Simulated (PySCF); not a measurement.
Si(Cl)2(H)(NHMe) (CH5Cl2NSi), SMILES CN[SiH](Cl)Cl. Atoms are numbered in the order given.

```xyz
10

Si     0.0542    -0.3101    -0.3128
Cl     1.4098     1.0069    -1.1238
Cl     0.7292    -0.8070     1.5828
N     -1.4613     0.4664    -0.3307
C     -2.7108    -0.1827    -0.0024
H      0.0101    -1.5751    -1.0799
H     -1.4665     1.4768    -0.2385
H     -2.9767    -0.1115     1.0679
H     -3.5416     0.2381    -0.5911
H     -2.6535    -1.2536    -0.2534
```
Charge 0, spin multiplicity 1.

The structure is a stationary point at PBE0-D3(BJ)/def2-SVP. Other conformers were not sampled.

The numbers are results of KT2/pcSseg-1 (PySCF), not measurements.

GIAO shieldings, no solvent; atoms listed in one row are averaged. δ = σ(ref) − σ: ²⁹Si against TMS (σ = 361.9 ppm); ³⁵Cl against HCl (σ = 945.4 ppm); ¹⁵N against NH3 (σ = 266.2 ppm); ¹³C against TMS (σ = 185.1 ppm); ¹H against TMS (σ = 31.47 ppm), references at their B3LYP-D3(BJ)/def2-TZVP geometries, non-relativistic (without spin–orbit terms, shifts of atoms bonded to Cl or Br come out too high).

| nucleus | atoms | count | δ (ppm) |
|---|---|---|---|
| ²⁹Si | Si1 | 1 | -5.0 |
| ³⁵Cl | Cl3 | 1 | 157.8 |
| ³⁵Cl | Cl2 | 1 | 88.3 |
| ¹⁵N | N4 | 1 | 58.3 |
| ¹³C | C5 | 1 | 32.1 |
| ¹H | H6 | 1 | 6.01 |
| ¹H | H8, H9, H10 | 3 | 3.01 |
| ¹H | H7 | 1 | 1.21 |
